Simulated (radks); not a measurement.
Q: The mean radii <r> (bohr) of the occupied orbitals of an atom or ion are listed with their occupations. Calculated with a radial shooting solver on a logarithmic mesh with Libxc functionals: scalar-relativistic Kohn-Sham, SCAN, spin-polarised, spherical densities, finite nucleus; meta-GGA in the generalised Kohn-Sham scheme; Fermi nuclear charge, rms radius of each element as measured or else 0.836 A^(1/3) + 0.57 fm.

orbital  occ.     <r>
1s          2  0.9358

Name the element and its charge. Open shells, if any, are filled with parallel spins first.

A: Z = 2, helium, charge 0: He in [He]. The 1s radius gives Z: for a bare nucleus <r> = (2 gamma + 1)/(2Z) with gamma = sqrt(1 - (Z/c)^2), 0.7499 bohr for Z = 2, and screening makes it slightly larger (0.9358 here). The occupations add up to 2, and the charge is Z minus that.
